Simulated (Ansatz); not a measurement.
```yaml
crystal:
  periodic: [false, false, false]
  atoms:
    - {symbol: B, position_ang: [-1.303278, 1.041126, -0.019585]}
    - {symbol: B, position_ang: [0.355367, 0.983357, -0.007671]}
    - {symbol: C, position_ang: [1.251108, 0.083583, 0.776475]}
    - {symbol: In, position_ang: [0.079970, -1.460321, -0.461636]}
    - {symbol: H, position_ang: [-1.994616, 0.168761, -0.518604]}
    - {symbol: H, position_ang: [-1.950641, 1.975076, 0.357539]}
    - {symbol: H, position_ang: [0.813186, 1.577566, -0.960665]}
    - {symbol: H, position_ang: [0.966014, -0.318531, 1.748029]}
    - {symbol: H, position_ang: [2.326703, 0.079469, 0.614579]}
    - {symbol: H, position_ang: [0.198360, -1.632657, -2.161991]}
    - {symbol: H, position_ang: [-0.742183, -2.497429, 0.633508]}
basis:
  gaussian: {orbitals: def2-TZVP}
hamiltonian: {xc: {name: HF}}
correlation: {method: rpa}
scf: {lower_state_search: full}
```

```sh
$ ansatz run in.yaml --threads 4 --pin off --events-out ev --progress --plain --max-ram 10444MiB
```

Output, abridged:

```
Functional definition: HF
1416 factors; integrals over basis functions are off by at most 1.3e-3 eV
mean field evaluation 1: about -7628.3833 eV, gradient 3.3e1 eV
mean field evaluation 2: about -7628.4757 eV, gradient 3.3e1 eV
mean field evaluation 4: about -7632.0125 eV, gradient 3.6e0 eV
mean field evaluation 8: about -7632.0754 eV, gradient 2.2e-1 eV
mean field -7632.07587318 eV, -280.4736151325 hartree, gradient 1.7e-6 eV, S^2 0.000000; 0 other end points of the search recorded, 0 dependent functions left out
7 core orbitals not correlated: weight in the atoms' cores, before any rotation towards them, 1.000 or more for the frozen orbitals, at most 0.000 for the correlated occupied ones
reference -7632.07587318 eV, -280.4736151325 hartree; 15, 15 occupied and 163, 163 virtual orbitals, 1416 factors
Total energy: -7653.35453429 eV, -281.2555915052 hartree
```

Hardware: 4 threads of an Arm Neoverse V2 on a shared host. Wall time 2.3 s, peak host memory 0.44 GiB.
